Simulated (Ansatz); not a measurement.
System (SMILES): [C](Cl)F (closed-shell singlet).
Atoms: F1, C2, Cl3. Bonds: F1-C2, C2-Cl3.

How fast the highest harmonic wavenumber converges with the basis for several methods (Ansatz, an electronic-structure program): deviation from each method's own reference, in cm⁻¹. References: B3LYP 1164 cm⁻¹, the value in aug-pcseg-2; CCSD(T) 1171 cm⁻¹, the value in aug-cc-pV(T+d)Z; HF 1337 cm⁻¹, the value in aug-pcseg-2; MP2 1183 cm⁻¹, the value in aug-cc-pV(T+d)Z; PBE 1107 cm⁻¹, the value in aug-pcseg-2. Cartesian d functions, on some or all atoms, in 6-311G**; all else is spherical. In correlated methods cores are frozen. A restricted Hartree-Fock determinant is unstable towards unrestricted orbitals. No added dispersion term, no relativity. Each level at its own minimum, unscaled; the references are large sets that could be run, not limits.

| basis | functions | B3LYP | CCSD(T) | HF | MP2 | PBE |
|---|---|---|---|---|---|---|
| def2-SVP | 46 | 68 | 62 | 33 | (withheld) | 72 |
| cc-pV(D+d)Z | 51 | 14 | 8 | -24 | (withheld) | 19 |
| 6-311G** | 63 | 20 | 24 | -3 | (withheld) | 23 |
| aug-cc-pV(D+d)Z | 78 | -45 | -85 | -69 | (withheld) | -43 |
| pcseg-2 | 94 | 3 | 10 | 2 | (withheld) | 4 |
| cc-pV(T+d)Z | 99 | 16 | 29 | 4 | (withheld) | 17 |
| def2-TZVP | 99 | 6 | 18 | 0 | (withheld) | 7 |
| def2-TZVPP | 104 | 6 | 17 | 0 | (withheld) | 7 |
| 6-311++G(3df,3pd) | 125 | 5 | 11 | 0 | (withheld) | 4 |
| def2-TZVPPD | 128 | 0 | 4 | -4 | (withheld) | -1 |
| cc-pCVTZ | 145 | 18 | 29 | 5 | (withheld) | 19 |
| aug-cc-pV(T+d)Z | 147 | -1 | 0 | -3 | (withheld) | -1 |

Task: Fill in the missing entries.

Result: 
- def2-SVP, MP2: 74
- cc-pV(D+d)Z, MP2: 21
- 6-311G**, MP2: 37
- aug-cc-pV(D+d)Z, MP2: -78
- pcseg-2, MP2: 10
- cc-pV(T+d)Z, MP2: 29
- def2-TZVP, MP2: 18
- def2-TZVPP, MP2: 17
- 6-311++G(3df,3pd), MP2: 12
- def2-TZVPPD, MP2: 4
- cc-pCVTZ, MP2: 30
- aug-cc-pV(T+d)Z, MP2: 0

Mean absolute deviation over 6-311G**, pcseg-2, cc-pV(T+d)Z, def2-TZVP, def2-TZVPP, 6-311++G(3df,3pd), def2-TZVPPD, cc-pCVTZ: HF 2, B3LYP 9, PBE 10, CCSD(T) 18, MP2 20 cm⁻¹.
